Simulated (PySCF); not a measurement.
# Mayer bond orders and bond lengths

Compound: C4H10O2Si2.
SMILES with atom numbers: `[CH2:1]=[CH:2][Si@:3]([OH:4])([CH:5]=[O:6])[SiH2:7][CH3:8]` (hydrogens: H9, H10 on C1; H11 on C2; H12 on O4; H13 on C5; H14, H15 on Si7; H16, H17, H18 on C8)

Geometry (GFN2-xTB, Å), atoms numbered from 1 in this order:
```
atom  x, y, z in Å
C1     1.6879   -0.6104   -1.9507
C2     1.2197    0.3909   -1.2200
Si3   -0.4955    0.4208   -0.4168
O4    -1.4622   -0.7446   -1.0223
C5    -1.2521    2.0788   -1.0171
O6    -2.2809    2.0984   -1.6532
Si7   -0.4900    0.1797    1.8869
C8     0.3297   -1.4765    2.3293
H9     2.6803   -0.6086   -2.3764
H10    1.0878   -1.4818   -2.1575
H11    1.8700    1.2382   -1.0343
H12   -2.0845   -0.5288   -1.7162
H13   -0.7551    3.0393   -0.7693
H14    0.2685    1.2658    2.5312
H15   -1.8314    0.2101    2.4909
H16    0.3889   -1.6269    3.4034
H17    1.3399   -1.5303    1.9319
H18   -0.2296   -2.3078    1.9090
```

Bond orders from the PBE0/pcSseg-1 density (PySCF). One conformer (not necessarily the lowest) at the GFN2-xTB geometry, without solvent, vibrations or thermal averaging.

**Question.** Where do the orders between heavy atoms depart from those drawn in the SMILES?

**Answer.** The largest departure is 0.202, at Si3–C5 (drawn single, 0.798). Drawn single, order below 0.88: C2–Si3 (0.820) and Si3–C5 (0.798).

**Question.** Give the Mayer order of every bond, beside its length.

**Answer.** 
```tsv
bond	drawn as	length (Å)	Mayer order
C1–C2	double	1.325	1.993
C2–Si3	single	1.894	0.820
Si3–O4	single	1.631	1.041
Si3–C5	single	1.919	0.798
C5–O6	double	1.210	1.924
Si3–Si7	single	2.316	0.899
Si7–C8	single	1.900	0.958
C1–H9	single	1.080	0.953
C1–H10	single	1.078	0.953
C2–H11	single	1.084	0.936
O4–H12	single	0.957	0.920
C5–H13	single	1.110	0.898
Si7–H14	single	1.473	0.925
Si7–H15	single	1.471	0.932
C8–H16	single	1.086	0.958
C8–H17	single	1.087	0.957
C8–H18	single	1.087	0.957
```

By pair of heavy elements: C–Si: lowest Si3–C5 (0.798, 1.919 Å), highest Si7–C8 (0.958, 1.900 Å); in 1 of the 3 pairs the longer bond (by over 0.003 Å) has the higher order (by 0.02 or more).

**Question.** Sum the orders of all bonds at each heavy atom with more than one neighbour and set the sums beside the valence in the SMILES.

**Answer.** C1 3.899 (drawn 4), C2 3.749 (drawn 4), Si3 3.558 (drawn 4), O4 1.961 (drawn 2), C5 3.620 (drawn 4), Si7 3.714 (drawn 4), C8 3.830 (drawn 4). Orders between atoms that aren't bonded are not in these sums.

For a closed shell the Mayer order of atoms A and B is Σ (PS)μν (PS)νμ over the basis functions μ on A and ν on B, with P the density and S the overlap matrix.
